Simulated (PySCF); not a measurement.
1,1,2-trichloroprop-1-ene (C3H3Cl3), SMILES CC(Cl)=C(Cl)Cl. Coordinates come from a PBE-D3(BJ)/def2-SVP optimisation.

Computed equilibrium geometry at PBE-D3(BJ)/def2-SVP (PySCF confirms it by a frequency run) as a Z-matrix, and its point group:
point group Cs.
```
C
C 1 1.3597
C 1 1.4952 2 126.05
H 3 1.1045 1 111.04 2 0.00
H 3 1.1097 4 109.02 1 121.65
H 3 1.1097 4 109.02 5 116.69
Cl 2 1.7274 1 123.63 3 180.00
Cl 2 1.7400 1 121.69 3 0.00
Cl 1 1.7433 2 119.07 7 0.00
```
